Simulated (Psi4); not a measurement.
Ge, charge +1, doublet; PBE0/def2-SVP (Psi4).

Here is a job for Psi4.
```
memory 2 GB

molecule mol {
1 2
Ge    0.000000    0.000000    0.000000
}

set {
  basis def2-svp
  reference uks
}

energy('pbe0')
print_variables()
```

Output, abridged:

```
   => Loading Basis Set <=

    Name: DEF2-SVP
    Role: ORBITAL
    Keyword: BASIS

         ---------------------------------------------------------
                                   SCF
               by Justin Turney, Rob Parrish, Andy Simmonett
                          and Daniel G. A. Smith
                              UKS Reference
         ---------------------------------------------------------

  ==> Geometry <==

    Molecular point group: d2h
    Geometry (in Angstrom), charge = 1, multiplicity = 2:

       Center              X                  Y                   Z               Mass
    ------------   -----------------  -----------------  -----------------  -----------------
         GE           0.000000000000     0.000000000000     0.000000000000    73.921177761000

  Running in d2h symmetry.

  Rotational constants: A = ************  B = ************  C = ************ [cm^-1]
  Rotational constants: A = ************  B = ************  C = ************ [MHz]
  Nuclear repulsion =    0.000000000000000

  Charge       = 1
  Multiplicity = 2
  Electrons    = 31
  Nalpha       = 16
  Nbeta        = 15

  ==> Algorithm <==

  SCF Algorithm Type is DF.
  DIIS enabled.
  MOM disabled.
  Fractional occupation disabled.
  Guess Type is CORE.
  Energy threshold   = 1.00e-06
  Density threshold  = 1.00e-06
  Integral threshold = 1.00e-12

  ==> Primary Basis <==

  Basis Set: DEF2-SVP
    Blend: DEF2-SVP
    Number of shells: 12
    Number of basis functions: 32
    Number of Cartesian functions: 35
    Spherical Harmonics?: true
    Max angular momentum: 2

  ==> DFT Potential <==

   => LibXC <=

    Version 7.1.2
    S. Lehtola, C. Steigemann, M. J. T. Oliveira, and M. A. L. Marques,  SoftwareX 7, 1–5 (2018) (10.1016/j.softx.2017.11.002)

   => Composite Functional: PBE0 <=

    PBE0 Hyb-GGA Exchange-Correlation Functional

    C. Adamo and V. Barone,  J. Chem. Phys. 110, 6158 (1999) (10.1063/1.478522)
    M. Ernzerhof and G. E. Scuseria,  J. Chem. Phys. 110, 5029 (1999) (10.1063/1.478401)

    Deriv               =              1
    GGA                 =           TRUE
    Meta                =          FALSE

    Exchange Hybrid     =           TRUE
    MP2 Hybrid          =          FALSE

   => Exchange Functionals <=

    0.7500   Perdew, Burke & Ernzerhof

   => Exact (HF) Exchange <=

    0.2500               HF

   => Correlation Functionals <=

    1.0000   Perdew, Burke & Ernzerhof

   => LibXC Density Thresholds  <==

    XC_HYB_GGA_XC_PBEH:  1.00E-15

   => Molecular Quadrature <=

    Radial Scheme          =       TREUTLER
    Pruning Scheme         =           NONE
    Nuclear Scheme         =       TREUTLER

    Blocking Scheme        =         OCTREE
    BS radius alpha        =              1
    Pruning alpha          =              1
    Radial Points          =             75
    Spherical Points       =            302
    Total Points           =          20506
    Total Blocks           =            221
    Max Points             =            256
    Max Functions          =             32
    Weights Tolerance      =       1.00E-15

   => Loading Basis Set <=

    Name: (DEF2-SVP AUX)
    Role: JKFIT
    Keyword: DF_BASIS_SCF

  ==> Integral Setup <==

  SCF_SUBTYPE=INCORE selected. In-core MEM_DF algorithm will be used.
  Using in-core AOs.

  ==> MemDFJK: Density-Fitted J/K Matrices <==

    J tasked:                   Yes
    K tasked:                   Yes
    wK tasked:                   No
    Algorithm:                 Core
    Schwarz Cutoff:           1E-12
    Mask sparsity (%):       0.0000
    Fitting Condition:        1E-10

   => Auxiliary Basis Set <=

  Basis Set: (DEF2-SVP AUX)
    Blend: DEF2-UNIVERSAL-JKFIT
    Number of shells: 60
    Number of basis functions: 266
    Number of Cartesian functions: 371
    Spherical Harmonics?: true
    Max angular momentum: 5

  Minimum eigenvalue in the overlap matrix is 1.2946661173E-01.
[...]
    NB   [     5,    1,    0,    0,    0,    3,    3,    3 ]

   @DF-UKS iter   1: -2059.78161890736510   -2.05978e+03   3.51113e-01 ADIIS
    Occupation by irrep:
             Ag   B1g   B2g   B3g    Au   B1u   B2u   B3u
    DOCC [     6,    1,    1,    1,    0,    2,    2,    2 ]
    SOCC [     0,    0,    0,    0,    0,    0,    0,    1 ]
    NA   [     6,    1,    1,    1,    0,    2,    2,    3 ]
    NB   [     6,    1,    1,    1,    0,    2,    2,    2 ]

   @DF-UKS iter   2: -2027.41602778963943    3.23656e+01   8.31612e-01 ADIIS
   @DF-UKS iter   3: -2076.02614203805888   -4.86101e+01   4.28763e-02 ADIIS/DIIS
   @DF-UKS iter   4: -2076.09958968765477   -7.34476e-02   9.62381e-03 ADIIS/DIIS
   @DF-UKS iter   5: -2076.10258361132674   -2.99392e-03   2.77545e-04 ADIIS/DIIS
   @DF-UKS iter   6: -2076.10259313032157   -9.51899e-06   4.49833e-05 DIIS
   @DF-UKS iter   7: -2076.10259331855968   -1.88238e-07   2.66420e-06 DIIS
   @DF-UKS iter   8: -2076.10259331907901   -5.19321e-10   1.69868e-07 DIIS
  Energy and wave function converged.

  ==> Post-Iterations <==

   Electrons on quadrature grid:
      Nalpha   =   15.9999993103 ; deviation = -6.897e-07
      Nbeta    =   14.9999993103 ; deviation = -6.897e-07
      Ntotal   =   30.9999986207 ; deviation = -1.379e-06

   @Spin Contamination Metric:   3.089312048E-03
   @S^2 Expected:                7.500000000E-01
   @S^2 Observed:                7.530893120E-01
   @S   Expected:                5.000000000E-01
   @S   Observed:                5.000000000E-01

    Orbital Energies [Eh]
    ---------------------

    Alpha Occupied:

[...]
       3B3u   -0.472809

    Alpha Virtual:

[...]
      11Ag     2.048733

    Beta Occupied:

[...]
    Beta Virtual:

[...]
    Final Occupation by Irrep:
             Ag   B1g   B2g   B3g    Au   B1u   B2u   B3u
    DOCC [     6,    1,    1,    1,    0,    2,    2,    2 ]
    SOCC [     0,    0,    0,    0,    0,    0,    0,    1 ]
    NA   [     6,    1,    1,    1,    0,    2,    2,    3 ]
    NB   [     6,    1,    1,    1,    0,    2,    2,    2 ]

  @DF-UKS Final Energy: -2076.10259331907901

   => Energetics <=

    Nuclear Repulsion Energy =              0.0000000000000000
    One-Electron Energy =               -2883.0379684735180490
    Two-Electron Energy =                 866.1272507016446980
    DFT Exchange-Correlation Energy =     -59.1918755472057398
    Empirical Dispersion Energy =           0.0000000000000000
    VV10 Nonlocal Energy =                  0.0000000000000000
    Total Energy =                      -2076.1025933190790056

  UHF NO Occupations:
  HONO-2 :    1B1g 1.9999835
  HONO-1 :    6 Ag 1.9984899
  HONO-0 :    3B3u 1.0000000
  LUNO+0 :    7 Ag 0.0015101
  LUNO+1 :    2B1g 0.0000165
  LUNO+2 :    2B2g 0.0000165
  LUNO+3 :    8 Ag 0.0000019

Computation Completed

Properties will be evaluated at   0.000000,   0.000000,   0.000000 [a0]

Properties computed using the SCF density matrix

 Multipole Moments:

 ------------------------------------------------------------------------------------
     Multipole            Electronic (a.u.)      Nuclear  (a.u.)        Total (a.u.)
 ------------------------------------------------------------------------------------

 L = 1.  Multiply by 2.5417464519 to convert [e a0] to [Debye]
 Dipole X            :          0.0000000            0.0000000            0.0000000
 Dipole Y            :          0.0000000            0.0000000            0.0000000
 Dipole Z            :          0.0000000            0.0000000            0.0000000
 Magnitude           :                                                    0.0000000

 ------------------------------------------------------------------------------------

  Variable Map:
  ----------------------------------------------------------------------------
[...]
  Array Variable Map:
  ----------------------------------------------------------------------------
[...]
[...]
```
